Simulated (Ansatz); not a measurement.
Reactions of CH$_{7}$NSSi$_{2}$ (`[SiH3][SiH]1NCS1`).

Computed with Ansatz on PBE0-D4/def2-TZVP structures; ΔE is electronic, products minus reactants. CCSD(T)/CBS is the MP2 limit (def2-TZVPP, def2-QZVPP) plus CCSD(T) − MP2 in def2-TZVPP, frozen cores. This one scheme is used for every species. One conformer a species, not always the lowest.

```
                                                      reaction  CCSD/CBS(def2) (eV)
                     `[SiH3][SiH]1NCS1` → `N=C([SiH3])S[SiH3]`                 0.93
                      `[SiH3][SiH]1NCS1` → `C1N[SiH2]S[SiH2]1`                -1.70
    `[SiH3][SiH]1NCS1` + `COCS` → `COCS[SiH3]` + `C1N[SiH2]S1`                -0.61
`[SiH3][SiH]1NCS1` + `BC(B)C` → `BC(C)B[SiH3]` + `C1N[SiH2]S1`                 0.14
                `[SiH3][SiH]1NCS1` + H₂ → `C1N[SiH2]S1` + SiH₄                -0.29
```

Q: Give the CCSD(T)/CBS values in the same order. (Best estimate.)

A: Ansatz gave: 0.87, -1.68, -0.61, 0.14, -0.22 eV.

Largest T1 diagnostic: 0.014, for `N=C([SiH3])S[SiH3]`.
